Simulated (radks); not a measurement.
Task: Species: Ta46+. Configuration: [Ar] 3d9. Calculated with a radial shooting solver on a logarithmic mesh with Libxc functionals: Dirac Kohn-Sham, LDA (Slater exchange, Perdew-Wang correlation), spin-unpolarised, spherical densities, finite nucleus; open shells are shared between the two j in proportion to 2j + 1; Fermi nuclear charge, rms radius 5.3507 fm. Some entries of the table are withheld. Estimate them.

| orbital | occ. | eigenvalue (eV) | <1/r> (bohr^-1) | <r> (bohr) |
|---|---|---|---|---|
| 1s1/2 | 2 | -69640.96 | (1) | 0.01868 |
| 2s1/2 | 2 | -13926.69 | (2) | 0.07818 |
| 2p1/2 | 2 | (3) | 20.76 | (4) |
| 2p3/2 | 4 | (5) | 17.54 | (6) |
| 3s1/2 | 2 | -4874.532 | 7.836 | 0.1994 |
| 3p1/2 | 2 | -4662.532 | 7.758 | 0.1888 |
| 3p3/2 | 4 | -4370.466 | 6.929 | 0.2020 |
| 3d3/2 | 3.6 | -4023.376 | (7) | (8) |
| 3d5/2 | 5.4 | -3958.177 | (9) | (10) |

Result: 
(1) 1s1/2 <1/r> (bohr^-1): 85.34
(2) 2s1/2 <1/r> (bohr^-1): 20.79
(3) 2p1/2 eigenvalue (eV): -13435.53
(4) 2p1/2 <r> (bohr): 0.06469
(5) 2p3/2 eigenvalue (eV): -12158.77
(6) 2p3/2 <r> (bohr): 0.07247
(7) 3d3/2 <1/r> (bohr^-1): 6.812
(8) 3d3/2 <r> (bohr): 0.1757
(9) 3d5/2 <1/r> (bohr^-1): 6.615
(10) 3d5/2 <r> (bohr): 0.1798
